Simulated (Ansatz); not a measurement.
Reactions of C₄H₆O₂, SMILES `C=C=C(O)CO`.

Program: Ansatz. Geometries: PBE0-D4/def2-TZVP. ΔE: electronic, gas phase. CBS: MP2 limit from def2 TZ/QZ plus the TZ coupled-cluster correction, frozen cores. This one scheme is used for every species. Functionals use def2-TZVPP. Each species was taken in one conformer, which may not be the lowest.

| reaction | B2PLYP (kcal/mol) | CCSD/CBS(def2) (kcal/mol) | PBE-D4 (kcal/mol) |
| --- | --- | --- | --- |
| `C=C=C(O)CO` + `O[SiH2]F` → `OCO[SiH2]F` + `C=C=CO` | 8.2 | 9.2 | 8.4 |
| `C=C=C(O)CO` + `O[SiH2]S` → `OCO[SiH2]S` + `C=C=CO` | 7.6 | 8.2 | 7.4 |
| `C=C=C(O)CO` → methyl acrylate | -37.9 | -35.9 | -35.2 |
| `C=C=C(O)CO` → `C=CCOC=O` | -32.0 | -30.4 | -29.1 |
| `C=C=C(O)CO` + HCl → `C=C=C(O)Cl` + CH₃OH | 12.5 | 14.2 | 11.3 |

Problem. Give the CCSD(T)/CBS values in the same order. (An estimate is asked.)

Solution. Ansatz gave: 9.4, 8.2, -36.0, -30.3, 13.8 kcal/mol.

Largest T1 diagnostic: 0.015, for `C=CC(=O)OC`.
